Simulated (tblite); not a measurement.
C6H8F (doublet state).
SMILES with atom numbers: `[F:1][C@@:2]12[CH:3][CH2:4][C@@H:5]1[CH2:6][CH2:7]2` (hydrogens: H8 on C3; H9, H10 on C4; H11 on C5; H12, H13 on C6; H14, H15 on C7)

Computed with GFN2-xTB (tblite), gas phase: L-BFGS steps from a force-field or distance-geometry start until the largest atomic force falls under 0.01 eV/Å.

At the end of the run (lengths in Å): C4–C5 1.542, C5–C6 1.535, C2–C7 1.551, C2–C5 1.552, C3–H8 1.070, C7–H15 1.087, F1–C2 1.378, F1–C2–C5 124.5°, C3–C2–C7 116.9°, F1–C2–C3 118.4°, C2–C3–C4 93.5°, F1–C2–C3–C4 132°, C2–C3–C4–C5 -2°, C3–C4–C5–C6 91°, H8–C3–C2–F1 -34°, H8–C3–C4–C5 163°.

Question: These geometries were met on the way; a selection of coordinates is given. Order them by energy above the end point, lowest first.
A. C4–C5 1.484, C5–C6 1.479, C2–C7 1.500, C2–C5 1.534, C3–H8 1.115, C7–H15 1.126, F1–C2 1.349, F1–C2–C5 113.2°, C3–C2–C7 117.3°, F1–C2–C3 120.1°, C2–C3–C4 87.3°, F1–C2–C3–C4 136°, C2–C3–C4–C5 -21°, C3–C4–C5–C6 105°, H8–C3–C2–F1 -112°, H8–C3–C4–C5 -132°
B. C4–C5 1.552, C5–C6 1.536, C2–C7 1.576, C2–C5 1.532, C3–H8 1.086, C7–H15 1.092, F1–C2 1.376, F1–C2–C5 119.6°, C3–C2–C7 107.5°, F1–C2–C3 127.3°, C2–C3–C4 90.3°, F1–C2–C3–C4 140°, C2–C3–C4–C5 -10°, C3–C4–C5–C6 96°, H8–C3–C2–F1 -81°, H8–C3–C4–C5 -148°
C. C4–C5 1.543, C5–C6 1.524, C2–C7 1.550, C2–C5 1.564, C3–H8 1.075, C7–H15 1.092, F1–C2 1.374, F1–C2–C5 126.3°, C3–C2–C7 111.4°, F1–C2–C3 120.6°, C2–C3–C4 92.4°, F1–C2–C3–C4 143°, C2–C3–C4–C5 -10°, C3–C4–C5–C6 97°, H8–C3–C2–F1 -51°, H8–C3–C4–C5 -175°
D. C4–C5 1.554, C5–C6 1.522, C2–C7 1.587, C2–C5 1.504, C3–H8 1.054, C7–H15 1.085, F1–C2 1.362, F1–C2–C5 115.6°, C3–C2–C7 111.5°, F1–C2–C3 125.2°, C2–C3–C4 89.0°, F1–C2–C3–C4 139°, C2–C3–C4–C5 -14°, C3–C4–C5–C6 102°, H8–C3–C2–F1 -99°, H8–C3–C4–C5 -137°
E. C4–C5 1.560, C5–C6 1.536, C2–C7 1.573, C2–C5 1.542, C3–H8 1.072, C7–H15 1.085, F1–C2 1.365, F1–C2–C5 124.6°, C3–C2–C7 111.5°, F1–C2–C3 122.4°, C2–C3–C4 90.8°, F1–C2–C3–C4 145°, C2–C3–C4–C5 -12°, C3–C4–C5–C6 98°, H8–C3–C2–F1 -70°, H8–C3–C4–C5 -155°

Answer: C (0.128 eV), E (0.233 eV), B (0.405 eV), D (0.683 eV), A (1.293 eV).

```
step  E above end (eV)  rms distance from the end, all atoms (Å)  largest force (eV/Å)  rms shift of all bonds from the end (Å)
  16             0.128                                     0.270                 0.431                                    0.006
  10             0.233                                     0.364                 0.396                                    0.009
   5             0.405                                     0.428                 0.602                                    0.011
   2             0.683                                     0.456                 1.282                                    0.019
   0             1.293                                     0.470                 3.646                                    0.032
```

Rows stand in the order of the answer.
